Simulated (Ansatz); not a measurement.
Basis-set extrapolation for C2H3BClF (`FB1CC1Cl`) (PBE0-D4/def2-TZVP geometry, frozen core, Ansatz 0.2.0). Multiplicity 1, RHF reference.

```
                      def2-TZVPP   def2-QZVPP
                 HF  -661.196739  -661.218484
    MP2 correlation    -0.855920    -0.926881
CCSD(T) correlation    -0.926530      not run
```

Energies in hartree. Use E(X) = E(∞) + A·exp(−7.88·√X) for Hartree–Fock and E(X) = E(∞) + B·X^(−2.97) for correlation, with X = 3 and 4, and add CCSD(T) minus MP2 of the smaller set to the MP2 limit.

**Question.** What is the CCSD(T) energy at the basis-set limit?

**Answer.** HF limit: -661.218484 + (-0.021745) × 0.13774 = -661.22148. MP2 limit: -0.926881 + (-0.070961) × 0.74074 = -0.97944. Higher-order term: -0.926530 − (-0.855920) = -0.07061. Total: -662.27153 hartree, 389.3 kJ/mol below CCSD(T)/def2-TZVPP.
